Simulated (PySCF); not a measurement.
PySCF job for C₅H₅Cl, SMILES C(=C\CC#C)/Cl, PBE-D3(BJ)/def2-SVP. Coordinates come from a PBE-D3(BJ)/def2-SVP optimisation. The structure was generated by enumeration; whether it is a known compound was not checked. The values are those of a single conformer.

```python
import numpy as np
from pyscf import gto, scf, dft, df
from pyscf.hessian import thermo

mol = gto.M(
    atom='''
    C     3.33941125    0.98884165    0.20795121
    C     2.46876101    0.13693773    0.10876047
    C     1.40783338   -0.86721063    0.00702022
    C     0.04521899   -0.32500827    0.37574004
    C    -0.99615240   -0.34662356   -0.47185480
    Cl   -2.57305736    0.25824862   -0.07061843
    H     4.11172588    1.74030381    0.29097677
    H     1.38512478   -1.28691817   -1.02238563
    H     1.65979982   -1.72078772    0.67843677
    H    -0.07349458    0.10876243    1.38187266
    H    -0.93161394   -0.75320837   -1.49409020
    ''',
    basis='def2-SVP',
    charge=0,
    spin=0,
    max_memory=1600,
    verbose=3,
)
mf = dft.RKS(mol, xc='pbe').density_fit(auxbasis='def2-universal-jkfit')
mf.disp = 'd3bj'
mf.grids.level = 3
mf.conv_tol = 1e-11
mf.max_cycle = 100
mf.kernel()

# [left out here: the lines that compute and print the analytic Hessian (its translational invariance restored by hand, since the grid's response is missing), thermochemistry and intensities]
```

It prints:

```
converged SCF energy = -652.918468577651

WARN: DFTD3 does not support analytical Hessian, using finite difference


WARN: Mole.unit (angstrom) is changed to Bohr

Mode                                 0                   1                   2
Irrep
Freq [cm^-1]                       67.5122            130.7592            238.2901
Reduced mass [au]                   4.2009              2.6150              3.8300
Force const [Dyne/A]                0.0113              0.0263              0.1281
Char temp [K]                      97.1350            188.1333            342.8464
Normal mode                   x     y     z       x     y     z       x     y     z
       0   C                -0.13  0.08 -0.04   -0.07  0.04  0.07    0.04 -0.01  0.02
       1   C                -0.05 -0.01 -0.01   -0.00 -0.02 -0.01   -0.02  0.06 -0.05
       2   C                 0.01 -0.08  0.02    0.01 -0.03 -0.04   -0.00  0.04 -0.07
       3   C                -0.00 -0.13  0.05    0.03  0.03 -0.08    0.00 -0.07  0.12
       4   C                 0.04  0.01 -0.01   -0.04 -0.14  0.01   -0.01 -0.09  0.13
       5  Cl                 0.05  0.04 -0.01    0.03  0.04  0.02   -0.01  0.03 -0.05
       6   H                -0.20  0.15 -0.07   -0.12  0.09  0.14    0.08 -0.06  0.06
       7   H                 0.01 -0.08  0.02    0.04 -0.06 -0.03   -0.09  0.19 -0.13
       8   H                 0.07 -0.06  0.02   -0.01 -0.01 -0.00    0.13 -0.05 -0.22
       9   H                -0.03 -0.24  0.09    0.10  0.27 -0.18    0.07 -0.07  0.12
      10   H                 0.07  0.14 -0.05   -0.15 -0.38  0.09    0.03 -0.11  0.14
Mode                                 3                   4                   5
Irrep
Freq [cm^-1]                      262.1462            329.4326            370.0585
Reduced mass [au]                   4.5899              2.9145              5.3876
Force const [Dyne/A]                0.1858              0.1864              0.4347
Char temp [K]                     377.1700            473.9802            532.4318
Normal mode                   x     y     z       x     y     z       x     y     z
       0   C                 0.09 -0.01 -0.03   -0.01  0.04 -0.09    0.04  0.05  0.02
       1   C                -0.04  0.11  0.06    0.06 -0.06  0.19    0.12 -0.02 -0.04
       2   C                 0.02  0.04  0.04    0.02  0.00 -0.04    0.10 -0.05  0.02
       3   C                -0.06 -0.11 -0.06    0.01  0.00 -0.01    0.04 -0.07 -0.03
       4   C                -0.05 -0.09 -0.08   -0.01 -0.02  0.02   -0.03  0.01  0.02
       5  Cl                 0.01  0.03  0.02   -0.02  0.01 -0.01   -0.10  0.03 -0.01
       6   H                 0.17 -0.09 -0.09   -0.05  0.09 -0.23   -0.03  0.12  0.05
       7   H                 0.14  0.00  0.05    0.06  0.28 -0.15    0.15 -0.18  0.07
       8   H                 0.07  0.08  0.08   -0.09 -0.20 -0.25    0.10  0.04  0.13
       9   H                -0.15 -0.14 -0.06    0.04  0.01 -0.01    0.06 -0.11 -0.00
      10   H                -0.09 -0.03 -0.10   -0.03 -0.04  0.03   -0.07  0.06  0.00
Mode                                 6                   7                   8
Irrep
Freq [cm^-1]                      528.6440            641.2029            656.1606
Reduced mass [au]                   4.3874              1.2426              1.2498
Force const [Dyne/A]                0.7224              0.3010              0.3170
Char temp [K]                     760.6010            922.5483            944.0691
Normal mode                   x     y     z       x     y     z       x     y     z
       0   C                 0.01  0.06  0.01   -0.04  0.06 -0.10   -0.08  0.07  0.07
       1   C                 0.15 -0.09 -0.06    0.01 -0.02  0.03    0.02 -0.02 -0.02
       2   C                -0.06  0.08  0.03    0.00 -0.00  0.00    0.00 -0.00 -0.00
       3   C                -0.10 -0.01  0.04    0.00 -0.00 -0.00    0.01 -0.00 -0.00
       4   C                -0.04 -0.06 -0.04    0.00  0.00  0.00    0.00  0.00  0.00
       5  Cl                 0.03  0.00  0.01   -0.00  0.00 -0.00   -0.00  0.00 -0.00
       6   H                -0.05  0.12  0.06    0.31 -0.40  0.72    0.53 -0.49 -0.51
       7   H                -0.16  0.09  0.02    0.02 -0.03  0.01    0.00 -0.00 -0.00
       8   H                -0.09  0.02 -0.04   -0.01  0.02  0.03    0.00 -0.00 -0.01
       9   H                -0.26 -0.12  0.07    0.01 -0.01  0.00    0.01 -0.00 -0.00
      10   H                 0.02  0.06 -0.08    0.00  0.00  0.00   -0.00  0.00 -0.00
Mode                                 9                  10                  11
Irrep
Freq [cm^-1]                      757.9417            802.7513            895.0976
Reduced mass [au]                   1.7303              3.6426              2.2074
Force const [Dyne/A]                0.5856              1.3830              1.0420
Char temp [K]                    1090.5094           1154.9804           1287.8461
[...]
       7   H                -0.02 -0.12  0.02   -0.22 -0.28 -0.01   -0.19  0.19  0.03
       8   H                 0.02  0.08  0.03   -0.23 -0.08  0.06   -0.40 -0.11 -0.01
       9   H                 0.22  0.64 -0.24    0.00 -0.07  0.08    0.27 -0.06 -0.09
      10   H                 0.19  0.50 -0.20    0.14 -0.07 -0.01   -0.08  0.03  0.02
Mode                                15                  16                  17
Irrep
Freq [cm^-1]                     1143.8679           1207.1730           1248.2183
Reduced mass [au]                   1.1368              1.1787              1.2116
Force const [Dyne/A]                0.8764              1.0120              1.1122
Char temp [K]                    1645.7712           1736.8532           1795.9082
Normal mode                   x     y     z       x     y     z       x     y     z
       0   C                -0.00 -0.00  0.00    0.01  0.01 -0.00    0.00  0.00  0.00
       1   C                -0.00  0.01 -0.05    0.02 -0.02  0.02    0.00 -0.00 -0.00
       2   C                 0.01 -0.01  0.02   -0.06 -0.00  0.04   -0.02 -0.01  0.00
       3   C                -0.07  0.01  0.02   -0.01  0.02 -0.04   -0.01  0.04  0.08
       4   C                -0.02 -0.00 -0.03   -0.05 -0.00 -0.04    0.02 -0.03 -0.07
       5  Cl                -0.00  0.00  0.01    0.00  0.00  0.00    0.00 -0.00 -0.00
       6   H                 0.00 -0.01  0.03   -0.00  0.02 -0.01    0.00  0.00  0.00
       7   H                 0.60  0.17 -0.07   -0.21  0.00  0.04    0.13  0.03 -0.01
       8   H                -0.36 -0.13  0.01    0.61  0.09 -0.09    0.02  0.01  0.01
       9   H                 0.36 -0.03  0.09    0.50 -0.16  0.09    0.46 -0.07  0.19
      10   H                 0.43 -0.10  0.04    0.33 -0.08  0.01   -0.70  0.14 -0.18
Mode                                18                  19                  20
Irrep
Freq [cm^-1]                     1277.0708           1372.5657           1655.9309
Reduced mass [au]                   1.5941              1.0866              6.8669
Force const [Dyne/A]                1.5318              1.2061             11.0942
Char temp [K]                    1837.4205           1974.8164           2382.5158
Normal mode                   x     y     z       x     y     z       x     y     z
       0   C                 0.02  0.02  0.00    0.00  0.00  0.00   -0.00 -0.00  0.00
       1   C                 0.02 -0.01 -0.01    0.01 -0.01 -0.00   -0.00  0.00 -0.00
       2   C                -0.16 -0.04  0.00    0.01 -0.08 -0.02   -0.03  0.01 -0.01
       3   C                 0.03  0.00 -0.02   -0.00 -0.00  0.00    0.18 -0.01  0.11
       4   C                 0.05 -0.00  0.04   -0.00 -0.00 -0.00   -0.15  0.01 -0.10
       5  Cl                -0.00  0.00 -0.00    0.00 -0.00  0.00    0.00 -0.00  0.00
       6   H                 0.01  0.03  0.01    0.00  0.00  0.00    0.00 -0.00  0.00
       7   H                 0.58  0.07 -0.06   -0.14  0.60 -0.28    0.08 -0.01 -0.00
       8   H                 0.37  0.07 -0.05    0.01  0.39  0.55   -0.06  0.01  0.02
       9   H                -0.29  0.05 -0.08    0.00  0.02 -0.01   -0.16  0.07  0.06
      10   H                -0.09  0.06  0.02    0.02  0.01 -0.01    0.11 -0.07 -0.09
Mode                                21                  22                  23
Irrep
Freq [cm^-1]                     2169.2914           2942.5614           2998.9726
Reduced mass [au]                   6.0424              1.0643              1.0985
Force const [Dyne/A]               16.7530              5.4294              5.8211
Char temp [K]                    3121.1274           4233.6907           4314.8539
Normal mode                   x     y     z       x     y     z       x     y     z
       0   C                -0.11 -0.11 -0.01   -0.00 -0.00 -0.00   -0.00 -0.00  0.00
       1   C                 0.16  0.15  0.02    0.00  0.00 -0.00    0.00  0.00  0.00
       2   C                -0.03 -0.02 -0.00   -0.02  0.07 -0.01    0.01  0.00  0.09
       3   C                -0.00 -0.00 -0.00   -0.00  0.00 -0.00    0.00 -0.00 -0.00
       4   C                 0.00 -0.00  0.00    0.00 -0.00 -0.00    0.00 -0.00 -0.00
       5  Cl                 0.00 -0.00  0.00   -0.00  0.00 -0.00   -0.00 -0.00 -0.00
       6   H                -0.21 -0.21 -0.02   -0.00 -0.00 -0.00   -0.00 -0.00  0.00
       7   H                -0.01 -0.01 -0.00   -0.01 -0.15 -0.40   -0.02 -0.32 -0.79
       8   H                -0.01 -0.01 -0.01    0.19 -0.66  0.53   -0.09  0.32 -0.24
       9   H                 0.01  0.00  0.00   -0.00 -0.00  0.00   -0.00  0.02  0.04
      10   H                -0.00  0.00  0.00   -0.00  0.00  0.00   -0.00  0.00  0.00
Mode                                24                  25                  26
Irrep
Freq [cm^-1]                     3116.1625           3120.4022           3408.5674
Reduced mass [au]                   1.0911              1.0947              1.1592
Force const [Dyne/A]                6.2423              6.2800              7.9348
Char temp [K]                    4483.4640           4489.5641           4904.1696
Normal mode                   x     y     z       x     y     z       x     y     z
       0   C                 0.00  0.00  0.00    0.00 -0.00 -0.00   -0.07 -0.07 -0.01
       1   C                -0.00 -0.00  0.00   -0.00  0.00  0.00    0.02  0.02  0.00
       2   C                -0.00  0.00 -0.00    0.00 -0.00  0.00   -0.00 -0.00 -0.00
       3   C                 0.00 -0.03 -0.08    0.01  0.00  0.01   -0.00  0.00  0.00
       4   C                 0.01 -0.00 -0.00   -0.00 -0.03 -0.08   -0.00  0.00 -0.00
       5  Cl                -0.00  0.00  0.00   -0.00  0.00  0.00    0.00 -0.00 -0.00
       6   H                 0.00  0.00  0.00    0.00  0.00 -0.00    0.66  0.64  0.07
       7   H                -0.00  0.02  0.04   -0.00  0.00  0.00   -0.00 -0.00 -0.00
       8   H                 0.01 -0.01  0.01   -0.00  0.00 -0.00    0.00 -0.00  0.00
       9   H                -0.10  0.37  0.87    0.01 -0.02 -0.05    0.00 -0.00 -0.00
      10   H                -0.00  0.02  0.05   -0.04  0.35  0.88   -0.00 -0.00 -0.00
temperature 298.1500 [K]
pressure 101325.00 [Pa]
Rotational constants [GHz] 11.60895 0.99075 0.94368
Symmetry number 1
Zero-point energy (ZPE) 0.07809 [Eh]   205013.426 [J/mol]
                           tot       elec      trans        rot        vib
Entropy [J/mol/K]       346.890      0.000    166.248    116.249     64.393
Cv [J/mol/K]             98.806      0.000     12.472     12.472     73.863
Cp [J/mol/K]            107.121      0.000     20.786     12.472     73.863
Internal energy [J/mol]                      3718.434   3718.434 215695.486
Internal energy [Eh]   -652.83348  -652.91847
Enthalpy [J/mol]                             6197.391   3718.434 215695.486
Enthalpy [Eh]          -652.83254
Gibbs free energy [J/mol]                  -43369.410 -30941.270 196496.708
Gibbs free energy [Eh] -652.87193
mode   freq/cm-1   IR/(km/mol)
   1       67.51         0.058
   2      130.76         0.134
   3      238.29         0.160
   4      262.15         3.125
   5      329.43         5.986
   6      370.06         1.947
   7      528.64        12.260
   8      641.20        40.092
   9      656.16        37.211
  10      757.94         2.176
  11      802.75        41.361
  12      895.10        22.987
  13      922.85        42.186
  14      955.65         6.450
  15     1056.29         3.321
  16     1143.87         0.415
  17     1207.17        12.051
  18     1248.22         5.574
  19     1277.07         6.157
  20     1372.57         7.181
  21     1655.93        30.342
  22     2169.29         4.126
  23     2942.56        10.068
  24     2998.97         4.624
  25     3116.16         3.998
  26     3120.40         7.373
  27     3408.57        73.915
max |gradient| / (hartree/bohr): 5.064552123829865e-05
APT charges: [-0.3155 -0.0202  0.1474 -0.085   0.338  -0.3222  0.2082 -0.0071 -0.0229
  0.0466  0.0327]
```

The run converged.

Cost: around 90 core-seconds (rough).
